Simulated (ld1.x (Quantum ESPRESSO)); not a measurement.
u(r) = r·R(r): atom against pseudo-atom (osmium (Os))

Columns: radius, all-electron u(r) and pseudo u(r) of the 6p shell (level -4.06 eV) of osmium in the configuration [Xe] 4f14 5d6 6s1.5 6p0; BLYP, scalar-relativistic, RRKJ scheme, ld1.x (Quantum ESPRESSO) 7.5.

| r (bohr) | all-electron | pseudo |
| --- | --- | --- |
| 0.145 | -0.0932 | 0.0015 |
| 0.290 | 0.1022 | 0.0061 |
| 0.435 | 0.1028 | 0.0138 |
| 0.580 | -0.0487 | 0.0249 |
| 0.725 | -0.1753 | 0.0394 |
| 0.870 | -0.2270 | 0.0576 |
| 1.015 | -0.2131 | 0.0799 |
| 1.160 | -0.1561 | 0.1063 |
| 1.305 | -0.0764 | 0.1371 |
| 1.450 | 0.0117 | 0.1720 |
| 1.595 | 0.0993 | 0.2109 |
| 1.740 | 0.1811 | 0.2528 |
| 1.885 | 0.2546 | 0.2966 |
| 2.030 | 0.3189 | 0.3408 |
| 2.175 | 0.3736 | 0.3835 |
| 2.320 | 0.4192 | 0.4228 |
| 2.465 | 0.4563 | 0.4573 |
| 2.610 | 0.4857 | 0.4858 |
| 2.755 | 0.5080 | 0.5080 |
| 2.900 | 0.5242 | 0.5242 |
| 3.045 | 0.5349 | 0.5349 |
| 3.190 | 0.5409 | 0.5409 |
| 3.335 | 0.5428 | 0.5428 |
| 3.480 | 0.5412 | 0.5412 |
| 3.625 | 0.5365 | 0.5365 |
| 3.770 | 0.5293 | 0.5293 |

Problem. How many radial nodes do the two functions have?

Solution. The all-electron 6p function has n − l − 1 = 4 (the table is too coarse to show those close to the nucleus); the pseudo-wave has 0, since the states of the same l below it are removed with the core.

Problem. At about which radius was the pseudo-wave matched?

Solution. 2.90 bohr. The columns agree to 0.0005 from 2.61 bohr on; several derivatives are matched, so the curves merge somewhat inside the radius.

Problem. Where does each function peak?

Solution. Outermost all-electron maximum near 3.33 bohr, pseudo maximum near 3.33 bohr (to the table’s step).

Problem. Is the pseudo-wave norm-conserving?

Solution. Yes: the RRKJ scheme keeps the norm inside the radius equal to the all-electron one, which fixes the energy derivative of the logarithmic derivative at the level.
